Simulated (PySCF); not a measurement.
ClH5OSi2, SMILES O[Si@@H]([SiH3])Cl.

Geometry: B3LYP-D3(BJ)/def2-SVP. The structure was generated by enumeration; whether it is a known compound was not checked. One conformer was computed; it need not be the lowest.

The numbers are results of TDA-LC-ωPBE/def2-SVPD (PySCF), not measurements.

Vertical excitations. Gas-phase values at a fixed geometry.

Computed lowest excited states:
```tsv
state	energy (eV)	λ (nm)	f	main pairs
S1	7.13	174	0.024	HOMO→LUMO 75 %
S2	7.20	172	0.036	HOMO→LUMO+1 87 %
S3	8.29	150	0.005	HOMO−2→LUMO 50 %, HOMO−1→LUMO 12 %, HOMO→LUMO+3 8 %
S4	8.40	148	0.127	HOMO→LUMO+3 69 %
S5	8.56	145	0.026	HOMO−1→LUMO+1 72 %
S6	8.66	143	0.044	HOMO−1→LUMO 35 %, HOMO−2→LUMO+1 14 %, HOMO−2→LUMO 12 %, HOMO→LUMO+2 6 %
S7	8.72	142	0.351	HOMO→LUMO+2 52 %, HOMO−3→LUMO+1 8 %, HOMO−1→LUMO 8 %
S8	8.91	139	0.008	HOMO→LUMO+6 37 %, HOMO−3→LUMO 21 %, HOMO→LUMO+4 6 %
S9	8.94	139	0.165	HOMO−3→LUMO+1 13 %, HOMO→LUMO+2 13 %, HOMO→LUMO+6 12 %, HOMO−3→LUMO 9 %
S10	9.08	137	0.006	HOMO−5→LUMO 15 %, HOMO−3→LUMO+1 13 %, HOMO−4→LUMO+1 13 %, HOMO−2→LUMO+1 7 %
T1	6.20	200	0	HOMO→LUMO 49 %, HOMO→LUMO+1 20 %, HOMO→LUMO+4 9 %
T2	6.23	199	0	HOMO→LUMO+1 63 %, HOMO→LUMO 14 %
T3	7.34	169	0	HOMO→LUMO+3 58 %, HOMO→LUMO+2 10 %
T4	7.72	161	0	HOMO−2→LUMO 63 %
```
Triplets are in the Tamm–Dancoff approximation.
